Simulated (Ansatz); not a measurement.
`[SiH3][NH][AlH][Cl]` → `[NH2][AlH][Cl]` + `[SiH2]` at 400 K and 1 bar (silylene loss).

Calculated with Ansatz (gas phase, PBE0-D4/def2-TZVP geometries, no zero-point term in ΔE). CCSD(T)/CBS is the MP2 limit (def2-TZVPP, def2-QZVPP) plus CCSD(T) − MP2 in def2-TZVPP, frozen cores. This one scheme is used for every species. Each species was taken in one conformer, which may not be the lowest.

| species | CCSD(T)/CBS energy (Eh) | H − E (kJ/mol) | S (J/(mol·K)) |
| --- | --- | --- | --- |
| `[SiH3][NH][AlH][Cl]` | -1048.70845 | 163.4 | 385.6 |
| `[NH2][AlH][Cl]` | -758.40905 | 113.0 | 317.2 |
| `[SiH2]` | -290.19011 | 44.2 | 218.1 |

H − E and S are ideal-gas, rigid-rotor, harmonic terms from PBE0-D4/def2-TZVP, for one conformer and one mirror image of each species. 1 Eh = 2625.50 kJ/mol, R = 8.31446 J/(mol·K).

Problem. By hand: ΔE, ΔH, ΔS and ΔG.

Solution. ΔE = (-758.40905) + (-290.19011) − (-1048.70845) = 0.10929 Eh = 286.9 kJ/mol. Δ(H − E) = 113.0 + 44.2 − 163.4 = -6.2, so ΔH = 280.7 kJ/mol. ΔS = 317.2 + 218.1 − 385.6 = 149.7 J/(mol·K). ΔG = 280.7 − 400 × (149.7)/1000 = 220.8 kJ/mol.

Problem. By hand: the equilibrium constant, and the temperature at which ΔG would vanish if ΔH and ΔS stayed fixed.

Solution. log₁₀ K = −ΔG/(RT ln 10) = -28.8. ΔG = 0 at ΔH/ΔS = 1875 K.

The number of gas molecules changes by +1, which sets the sign of ΔS. A doubt of 5 kJ/mol in ΔE shifts log₁₀ K by 0.7 here. Other conformers and mirror images would add mixing entropy, several J/(mol·K) or more a flexible species. Modes under 60 cm⁻¹, often nearly free rotors, make the harmonic entropy too high. These are equilibria of isolated gas molecules and say nothing of rates. Largest T1 diagnostic: 0.014 (customary marks: 0.02 for closed shells, 0.045 for open ones).
